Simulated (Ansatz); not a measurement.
Geometry optimisation, DFT PBE, scalar-relativistic, plane waves, PAW in Ansatz 0.2.0.

Input:

```yaml
crystal:
  lattice:
    - [6.46, 0.0, 0.0]
    - [-4.845, 8.391786, 0.0]
    - [0.0, 0.0, 5.14539]
  atoms:
    - { symbol: Zr, position: [0.0, 0.0, 0.0] }
    - { symbol: Zr, position: [0.1666667, 0.2222222, 0.5] }
    - { symbol: Zr, position: [0.0, 0.3333333, 0.0] }
    - { symbol: Zr, position: [0.1666667, 0.5555556, 0.5] }
    - { symbol: Zr, position: [0.0, 0.6666667, 0.0] }
    - { symbol: Zr, position: [0.1666667, 0.8888889, 0.5] }
    - { symbol: Zr, position: [0.5, 0.0, 0.0] }
    - { symbol: Zr, position: [0.6666667, 0.2222222, 0.5] }
    - { symbol: Zr, position: [0.5, 0.3333333, 0.0] }
    - { symbol: Zr, position: [0.6666667, 0.5555556, 0.5] }
    - { symbol: Zr, position: [0.5, 0.6666667, 0.0] }
    - { symbol: Zr, position: [0.6666667, 0.8888889, 0.5] }
    - { symbol: C, position: [0.3345332, 0.7792371, 0.2493641] }
basis:
  ecutwfc: 420.0
kpoints:
  mp_grid: { grid: [3, 2, 3] }
hamiltonian:
  xc: pbe
scf:
  occupations: { method: fermi_dirac, width: 0.1 }
  lower_state_search: "off"
relax:
  f_tol: 0.08
  max_steps: 25
  adjacent_minimum: "off"
output:
  write_density: true
  write_potential: true
  elf: true
  volumetric_format: npy
```

Run as:

```bash
$ ansatz run input.yaml --threads 2 --pin off --max-ram 5120MiB --backend cpu --events-out ev --progress --plain --runs-dir out
```

Where does it end, and by what steps?

The run converged. The threshold is loose, so the end isn't yet a minimum. Limits of this set-up: coarse k mesh. After 2 steps the energy has fallen by 0.033 eV; Zr1 moved furthest, 0.04 Å.

```
step  energy less start (eV)  largest force component (eV/Å)  accepted
   0                  0.0000                           0.315       yes
   1                  0.0907                           0.692        no
   2                 -0.0331                           0.072       yes
```

```xyz
13
Lattice="6.4600 0.0000 0.0000 -4.8450 8.3918 0.0000 0.0000 0.0000 5.1454" Properties=species:S:1:pos:R:3
Zr 0.000 0.041 -0.010
Zr 0.002 1.876 2.581
Zr -1.611 2.771 -0.014
Zr -1.617 4.664 2.564
Zr -3.214 5.598 -0.013
Zr -3.216 7.457 2.580
Zr 3.232 -0.001 0.005
Zr 3.227 1.894 2.588
Zr 1.612 2.788 -0.007
Zr 1.616 4.623 2.582
Zr -0.015 5.595 -0.007
Zr -0.015 7.455 2.586
C -1.614 6.534 1.284
```

Time of the run: 36 s on 2 threads of Intel(R) Xeon(R) Platinum 8259CL CPU @ 2.50GHz (Skylake/Cascade Lake) (shared host), peak memory 0.81 GiB.
